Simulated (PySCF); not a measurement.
These are PBE-D3(BJ)/def2-TZVP // BP86-D3(BJ)/def2-SVP (PySCF) values and carry that method's errors. Gas-phase values, no solvent. One relaxed conformer stands for a flexible species; it need not be the lowest. 

Reference species: [Ti(NH2)4] (neutral, multiplicity 1).

- HOMO–LUMO gap: 3.71 eV
- coordination number: 4
- HOMO: -5.42 eV

Changed species: [Ti(NH2)3(H)] (1 of 4 NH2 replaced by H; the reference has 0 of 4 NH2 replaced by H).

Q: Predict the effect on the HOMO–LUMO gap, coordination number and HOMO.

A: the HOMO–LUMO gap increases by 0.26 eV, to 3.97 eV; the coordination number stays essentially unchanged; the HOMO drops by 0.47 eV, to -5.89 eV.
